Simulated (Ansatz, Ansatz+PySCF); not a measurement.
```yaml
atoms:
  - { symbol: C, position_ang: [0.9139, 0.0000, 0.0000] }
  - { symbol: C, position_ang: [0.2320, 1.1185, 0.0000] }
  - { symbol: C, position_ang: [-1.0425, 1.1133, 0.0000] }
  - { symbol: C, position_ang: [-1.6911, 0.0000, 0.0000] }
  - { symbol: C, position_ang: [-1.0425, -1.1133, 0.0000] }
  - { symbol: C, position_ang: [0.2320, -1.1185, 0.0000] }
  - { symbol: C, position_ang: [2.2094, 0.0000, 0.0000] }
  - { symbol: H, position_ang: [0.7324, 1.9911, 0.0000] }
  - { symbol: H, position_ang: [-1.5444, 1.9846, 0.0000] }
  - { symbol: H, position_ang: [-2.6961, 0.0000, 0.0000] }
  - { symbol: H, position_ang: [-1.5444, -1.9846, 0.0000] }
  - { symbol: H, position_ang: [0.7324, -1.9911, 0.0000] }
  - { symbol: H, position_ang: [2.7261, -0.8615, 0.0000] }
  - { symbol: H, position_ang: [2.7261, 0.8615, 0.0000] }
```

Basis set: def2-SVP (spherical functions). Left uncorrelated: 7 orbitals. Charge 0, multiplicity 2.

Computed with Ansatz (development build ahead of 0.2.0); each method stands on the lowest determinant of its kind that the runs found.

The atomization energy at this shape (free ground-state atoms in the same class of orbitals less the molecule, no zero-point energy) of doublet C7H7:

| method | atomization energy |
| --- | --- |
| UHF | 4700.0 kJ/mol |

Problem. What does UHF-MP2 give?

Solution. 6022.2 kJ/mol. Caution: the shape is not the minimum; the unrestricted determinant is spin contaminated.
